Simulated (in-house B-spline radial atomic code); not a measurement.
Radial electron density of Fe5+, [Ne] 3s2 (3p1/2)2 (3p3/2)3 (3d5/2)3 (6g9/2)1. Level of theory: Dirac-Hartree-Fock, average of the jj configuration, Fermi nucleus of rms radius 3.7377 fm; calculated with an all-electron radial atomic-structure program (B-spline basis).

Columns: r (bohr), 4πr²n(r) (electrons per bohr), bar.

```
 0.00233   0.8061 #
 0.00291     1.21 ##
 0.00363      1.8 ##
 0.00453    2.653 ###
 0.00565    3.863 #####
 0.00705    5.549 #######
  0.0088    7.832 ##########
   0.011    10.83 ##############
  0.0137     14.5 ##################
  0.0171     18.8 ########################
  0.0213    23.32 #############################
  0.0266    27.54 ###################################
  0.0333    30.55 #######################################
  0.0415    31.48 ########################################
  0.0518    30.09 ######################################
  0.0646    27.18 ##################################
  0.0807    24.66 ###############################
   0.101    24.89 ###############################
   0.126    28.54 ####################################
   0.157     33.3 ##########################################
   0.196    34.79 ############################################
   0.244    30.08 ######################################
   0.305    20.99 ###########################
    0.38    13.75 #################
   0.475    12.26 ################
   0.593    14.25 ##################
    0.74    14.21 ##################
   0.923    10.29 #############
    1.15    5.199 #######
    1.44    1.732 ##
    1.79   0.4063 #
    2.24   0.1034 
    2.79   0.1038 
    3.49   0.1067 
    4.35   0.0313 
    5.43  0.01556 
    6.78    0.159 
    8.46   0.1891 
    10.6  0.06498 
    13.2 0.006859 
    16.4 0.0001918 
    20.5 8.915e-07 
    25.6 4.854e-10
```

On this grid the curve has 5 maxima, near 0.0415, 0.196, 0.593, 3.49, 8.46 bohr.

The 6g9/2 radial function P(r) = rR(r), positive near the nucleus, with its small component Q(r) (sign convention: Q ≈ (P' + κP/r)/2c):

```
r (bohr)           P           Q
    0.38   0.0006099  -5.723e-06
   0.593    0.003449  -2.622e-05
   0.923     0.01725  -0.0001019
    1.44     0.07487  -0.0003751
    2.24      0.2297   -0.001156
    3.49      0.3265    -0.00199
    5.43     -0.1247  -0.0005793
    8.46     -0.4349    0.001131
    13.2    -0.08282   0.0002656
    20.5  -0.0009442   3.219e-06
```
